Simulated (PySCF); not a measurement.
H₅Si₂, SMILES [SiH2][SiH3], multiplicity 2. Atoms are numbered in the order given.

```xyz
7

Si     1.2080    -0.0872     0.0000
Si    -1.1212     0.0142     0.0000
H      1.8547     0.4828    -1.2257
H      1.8547     0.4828     1.2257
H     -1.6413    -0.6820     1.2175
H     -1.6413    -0.6820    -1.2175
H     -1.6421     1.4207     0.0000
```
Charge 0, spin multiplicity 2.

Geometry optimised at PBE-D3(BJ)/def2-TZVP. The isomer is the one that the SMILES or the coordinates give; other isomers of the formula were not compared.

Level of theory: PBE-D3(BJ)/def2-TZVP (PySCF).

Frequencies are harmonic and unscaled.

| mode | ν (cm⁻¹) | IR (km/mol) | moving atoms (share of kinetic energy) |
|---|---|---|---|
| 1 | 124 | 0.1 | H 99 % |
| 2 | 361 | 12.8 | H 99 % |
| 3 | 370 | 10.0 | H 93 % |
| 4 | 423 | 0.5 | Si 88 %, H 12 % |
| 5 | 554 | 9.6 | H 83 %, Si 17 % |
| 6 | 605 | 0.4 | H 84 %, Si 16 % |
| 7 | 825 | 337.9 | H 92 % |
| 8 | 890 | 7.8 | H 95 % |
| 9 | 902 | 45.9 | H 96 % |
| 10 | 904 | 30.8 | H 98 % |
| 11 | 2130 | 92.2 | H 98 % |
| 12 | 2135 | 37.3 | H 98 % |
| 13 | 2157 | 21.8 | H 96 % |
| 14 | 2160 | 57.4 | H 97 % |
| 15 | 2172 | 126.6 | H 96 % |
